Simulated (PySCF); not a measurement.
Cl$_{3}$Sn (SMILES [Cl][Sn+]([Cl])[Cl]), charge +1, singlet, at a GFN2-xTB geometry (such geometries of metal compounds can be far from the true shape) (all electrons, no relativity). Base run: PBE0/3-21G (PySCF).

Input for PySCF:
```python
from pyscf import gto, scf, dft

mol = gto.Mole()
mol.atom = '''
    Sn   -0.00000000    0.00000000    0.00000000
    Cl    2.22169726   -0.28046629   -0.42811001
    Cl   -0.94312463   -0.98953972    1.82461100
    Cl   -1.27857262    1.27000601   -1.39650099
'''
mol.basis = '3-21g'
mol.charge = 1
mol.verbose = 4
mol.build()

mf = dft.RKS(mol)
mf.xc = 'pbe0'
mf.kernel()
mo_i, mo_e, stable_i, stable_e = mf.stability(internal=True, external=True, return_status=True, nroots=6, tol=1e-6)
print('internally stable:', stable_i, ' externally stable:', stable_e)
if not stable_e:
    umf = mf.to_uhf() if not hasattr(mf, 'xc') else mf.to_uks()
    umf.scf_summary = {}
    umf.kernel(umf.make_rdm1(mo_e, umf.mo_occ))
```

The bond that is stretched is that between atoms 3 and 1. A test that says stable can miss a lower solution.

Each row names what was changed in the base input (with any setting that the change needs).

```tsv
change	ΔE vs base (kcal/mol)	<S^2>	E after following the instability (Eh)	<S^2> there	HOMO-LUMO gap (eV)	stability test says	outcome
base	0.000	0.000	-	-	5.26	stable	converged
bond × 1.25	25.57	0.000	-	-	3.00	stable	converged
bond × 1.5	59.08	0.000	-7371.62415	0.00	1.82	external instability	converged
bond × 1.8	81.9	0.000	-7371.62193	0.96	1.28	external instability	converged
bond × 2.2	-	-	-	-	-	-	not converged
bond × 3.0	-	-	-	-	-	-	not converged
```

Where a bond breaks into two radicals, a solution with restricted orbitals usually stops being the lowest and lies too high; an unrestricted one lies lower at the price of spin contamination, which <S^2> shows.
